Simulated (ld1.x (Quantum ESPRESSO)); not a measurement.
**Which change was made? (Ta, ultrasoft)**

tantalum (Ta), ultrasoft, made with ld1.x (Quantum ESPRESSO) 7.5 (PW91, scalar-relativistic). Core [Xe] 4f14, reference 5d3 6s1 6p0 (charge +1). Waves: 6s (bound): rcut 2.45, rcutus 3.35 bohr; 6s channel at 0.55 Ry: rcut 2.45, rcutus 3.35 bohr; 6p (bound, empty): rcut 2.90, rcutus 3.55 bohr; 6p channel at 0.05 Ry: rcut 2.90, rcutus 3.55 bohr; 5d (bound): rcut 2.70, rcutus 2.90 bohr; 5d channel at 1.6 Ry: rcut 2.70, rcutus 2.90 bohr. Local part: all-electron potential smoothed inside 3.45 bohr (lloc = -1). Core correction: none. Augmentation charge: PSQ, inside the norm-conserving radii.

Cutoffs, loose and tight: the cutoffs (Ry, on a coarse ladder) from which the occupation-weighted sum of valence levels, in a spherical-Bessel basis at the reference potential, stays within 10 and 1 mRy of its value at 400 Ry. They do not see the model core or the augmentation charge, which bear on the density cutoff. Test errors are all-electron minus pseudo excitation energies from the reference, over the configurations 5d3 6s2 6p0; 5d3 6s0 6p0; 5d2 6s0 6p0; 5d4 6s0 6p0; 5d2 6s2 6p1; 5d3.5 6s1.5 6p0; 5d1 6s0 6p0; variants that change the core or the reference have their own tests.

The base gives: outcome: generated; cutoff, loose: 12 Ry; cutoff, tight: 15 Ry; bound ghosts: none; largest test error (meV): -240.

(1) After one change the result is: outcome: generated; cutoff, loose: 12 Ry; cutoff, tight: 15 Ry; bound ghosts: none; largest test error (meV): +94. Which change was it?
A. wave 5d channel at 1.6 Ry: rcut 2.70, rcutus 2.90 bohr becomes 5d channel at 5.33 Ry: rcut 2.70, rcutus 2.90 bohr
B. wave 5d channel at 1.6 Ry: rcut 2.70, rcutus 2.90 bohr becomes 5d channel at 0.48 Ry: rcut 2.70, rcutus 2.90 bohr
C. wave 5d channel at 1.6 Ry: rcut 2.70, rcutus 2.90 bohr becomes 5d channel at -0.57 Ry: rcut 2.70, rcutus 2.90 bohr
D. wave 5d channel at 1.6 Ry: rcut 2.70, rcutus 2.90 bohr becomes 5d channel at -0.5 Ry: rcut 2.70, rcutus 2.90 bohr
E. wave 5d channel at 1.6 Ry: rcut 2.70, rcutus 2.90 bohr becomes 5d channel at -0.64 Ry: rcut 2.70, rcutus 2.90 bohr

## Answers

(1) D. The others give: wave 5d channel at 1.6 Ry: rcut 2.70, rcutus 2.90 bohr becomes 5d channel at -0.64 Ry: rcut 2.70, rcutus 2.90 bohr → outcome: generated; cutoff, loose: 12 Ry; cutoff, tight: 15 Ry; bound ghosts: none; largest test error (meV): -347 | wave 5d channel at 1.6 Ry: rcut 2.70, rcutus 2.90 bohr becomes 5d channel at 5.33 Ry: rcut 2.70, rcutus 2.90 bohr → outcome: generated; cutoff, loose: 12 Ry; cutoff, tight: 15 Ry; bound ghosts: none; largest test error (meV): -640 | wave 5d channel at 1.6 Ry: rcut 2.70, rcutus 2.90 bohr becomes 5d channel at -0.57 Ry: rcut 2.70, rcutus 2.90 bohr → outcome: generated; cutoff, loose: 12 Ry; cutoff, tight: 15 Ry; bound ghosts: none; largest test error (meV): -435 | wave 5d channel at 1.6 Ry: rcut 2.70, rcutus 2.90 bohr becomes 5d channel at 0.48 Ry: rcut 2.70, rcutus 2.90 bohr → outcome: generated; cutoff, loose: 10 Ry; cutoff, tight: 15 Ry; bound ghosts: none; largest test error (meV): -495.
